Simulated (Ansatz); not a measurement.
Species: ZrF (charge 0, quartet). The spin state was set by rule; other spins were not relaxed. 
Geometry from a B3LYP-D3(BJ)/def2-TZVP (Ansatz, a quantum-chemistry and plane-wave program) optimisation:
SMILES: [F][Zr]
```xyz
2

Zr     0.0000     0.0000    -0.3501
F      0.0000     0.0000     1.5561
```
Charge 0, spin multiplicity 4.

Property: vertical electron affinity (to the triplet state of charge -1; a negative value means that the extra electron is unbound and the number depends on the basis; each state is the SCF solution reached for its spin; the UHF <S^2> is 2.56 for the triplet (pure: 2.00); for the triplet the Hartree-Fock reference is unstable and T1 is 0.074), in eV. Correlated levels leave the core frozen unless marked. Open shells are spin-unrestricted. Spin-orbit coupling is left out. The frozen core is the preceding noble-gas configuration, with the filled d and f shells of earlier blocks. Past Kr the def2 sets carry scalar-relativistic core potentials. Anions need diffuse functions: def2-D sets add few. 

| level | program | vertical electron affinity (eV) |
|---|---|---|
| SVWN5/def2-TZVPD | Ansatz | 1.06 |
| PBE/def2-TZVPD | Ansatz | 0.86 |
| r2SCAN/def2-TZVPD | Ansatz | 0.72 |
| B3LYP/def2-TZVPD | Ansatz | 0.97 |
| PBE0/def2-TZVPD | Ansatz | 0.79 |
| BHLYP/def2-TZVPD | Ansatz | 0.79 |
| wB97M-V/def2-TZVPD | Ansatz | 0.91 |
| wB97X-V/def2-TZVPD | Ansatz | 0.83 |
| wB97X/def2-TZVPD | Ansatz | 1.29 |
| CCSD/def2-SVPD | Ansatz | 0.90 |
| CCSD/def2-TZVPPD | Ansatz | 0.94 |
| CCSD/def2-QZVPPD | Ansatz | 0.98 |
| CCSD(T)/def2-TZVPPD | Ansatz | 1.05 |
| CCSD(T)/def2-QZVPPD | Ansatz | 1.10 |
